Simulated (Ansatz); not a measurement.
Two structures of BPH₅Br, closed shell, reached by relaxing down either side of one saddle point (PBE0-D4/def2-TZVP). Energies are electronic, without zero-point energy. Ansatz 0.2.0; basis: def2-TZVPP and def2-QZVPP; cores frozen in the correlated methods. Filled d shells of the heavier atoms are correlated. The def2 sets are not built for correlating such inner shells, so the correlated values are less sure here. Extrapolation: Hartree–Fock as exp(−7.88 √X), correlation as X^−2.97. First:

```csv
atom,x (Å),y (Å),z (Å)
B1,-0.5870,-0.1598,-0.8895
Br2,0.6294,-1.6221,-1.5860
H3,-1.6747,-0.5691,-0.5864
H4,-0.5610,0.8272,-1.5733
H5,1.6439,0.7155,0.6181
P6,0.3145,0.2857,0.7600
H7,-0.2210,1.2967,1.5867
H8,0.4558,-0.7742,1.6704
```

Second:

```
atom    x (Å)    y (Å)    z (Å)
  B1  -1.0901   0.0739  -0.3206
 Br2   1.9306  -1.0796  -1.6861
  H3  -1.5859  -1.0070  -0.3937
  H4  -1.2244   0.8798  -1.1878
  H5   1.2762  -0.4804  -0.5603
  P6  -0.3515   0.6109   1.2913
  H7   0.7122   1.4912   1.0119
  H8   0.3329  -0.4888   1.8453
```

Question: Which bonds change from the first to the second?

Answer: BH₂Br ([BH2][Br]) + PH₃ → BPH₄ ([BH2][PH2]) + HBr; bonds formed: Br2–H5; bonds broken: B1–Br2, H5–P6.

Question: Give the saddle point's structure and its height above each. (An estimate is asked for; the value comes from the calculation.)

Answer: By the calculation: 169.2 kJ/mol above the first and 36.9 kJ/mol above the second (CCSD(T) at an estimated basis limit (MP2 extrapolated from triple and quadruple zeta, plus CCSD(T) − MP2 in triple zeta)).
```xyz
8
angstrom
B -0.7245 -0.0927 -0.5501
Br 1.2871 -0.9119 -1.5808
H -1.3319 -1.1135 -0.5062
H -0.9671 0.7906 -1.3076
H 0.7661 -0.2355 -0.2109
P -0.2804 0.5711 1.2293
H 0.8096 1.4573 1.0584
H 0.4412 -0.4653 1.8677
```

The T1 diagnostic stays at or below 0.013.

Labels in which every atom is bracketed show which atoms are joined, not bond orders.

For scale, one of the runs: CCSD(T)/def2-TZVPP, 191 basis functions (an equivalent command: `ansatz run in.yaml --threads 4`). Hardware: 4 CPU threads, shared host. Wall time 46 s; peak host memory 2 GiB.
